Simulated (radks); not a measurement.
Results of a calculation; reference values are marked as such.
Neutral iridium inside a hard spherical wall (all orbitals vanish at R), configuration held at [Xe] 4f14 5d7 6s2 and not refilled when levels cross. Code: a radial shooting solver on a logarithmic mesh with Libxc functionals. Model: scalar-relativistic Kohn-Sham, r2SCAN, spin-polarised, spherical densities, finite nucleus; open shells are filled with parallel spins first (spin-orbit coupling, left out, can overturn this in heavy ions); meta-GGA in the generalised Kohn-Sham scheme; Fermi nuclear charge, rms radius 5.4032 fm. Eigenvalues in eV for spin up, with the zero of energy where the potential of the charges vanishes at infinity; a dash marks a level that is unbound or too diffuse for the functional's potential to be trusted. A positive occupied level is held by the wall or, in an anion where self-interaction has pushed it up, behind a barrier. The pressure on the wall is -dE/dV.

R (bohr)  E (hartree)  kinetic (hartree)    e(4f)    e(5p)   e(5d)   e(6s)  e(6p, empty)  e(7s, empty)  pressure (GPa)
free      -17826.1453          19811.157  -63.070  -57.201  -8.413  -7.047             -             -               0
20        -17826.1453          19811.157  -63.070  -57.201  -8.413  -7.047        -1.027             -        < 0.0001
15        -17826.1453          19811.157  -63.070  -57.201  -8.413  -7.047        -1.023         0.703        < 0.0001
12        -17826.1452          19811.158  -63.069  -57.200  -8.412  -7.046        -1.003         1.308        0.000182
10        -17826.1451          19811.159  -63.059  -57.190  -8.403  -7.038        -0.938         2.280         0.00393
8         -17826.1434          19811.177  -62.967  -57.098  -8.316  -6.959        -0.654         4.651          0.0900
7         -17826.1382          19811.220  -62.771  -56.903  -8.136  -6.784        -0.214         7.188           0.444
6         -17826.1183          19811.360  -62.230  -56.375  -7.656  -6.283         0.828        11.967            2.37
5         -17826.0394          19811.821  -60.761  -54.980  -6.400  -4.804         3.458        21.944            14.0
3.5       -17825.1761          19815.763  -52.231  -47.477   0.789   6.000        19.632        69.834             297
2.5       -17820.4902          19834.289  -29.524  -29.130  22.076  47.625        74.114        197.19            4210
